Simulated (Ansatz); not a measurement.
Input for Ansatz (development build ahead of 0.2.0):

```yaml
crystal:
  periodic: [false, false, false]
  atoms:
    - { symbol: Cr, position_ang: [0.0, 0.0, 0.0] }
    - { symbol: Cl, position_ang: [1.22398, 1.22398, 1.22398] }
    - { symbol: Cl, position_ang: [1.22398, -1.22398, -1.22398] }
    - { symbol: Cl, position_ang: [-1.22398, 1.22398, -1.22398] }
    - { symbol: Cl, position_ang: [-1.22398, -1.22398, 1.22398] }
basis:
  gaussian: { orbitals: pcseg-2 }
magnetization:
  spin_polarized: true
  initial_magnetization: 2
hamiltonian:
  xc: r2scan
```

The input is written out in the form of the current development build from the run's settings.

The run gave:

```yaml
Converged: yes
Total_energy: -2885.43847 hartree
Spin_squared_of_the_determinant: 2.038
Stability_test: minimum
```

Caution: other spin multiplicities were not run.
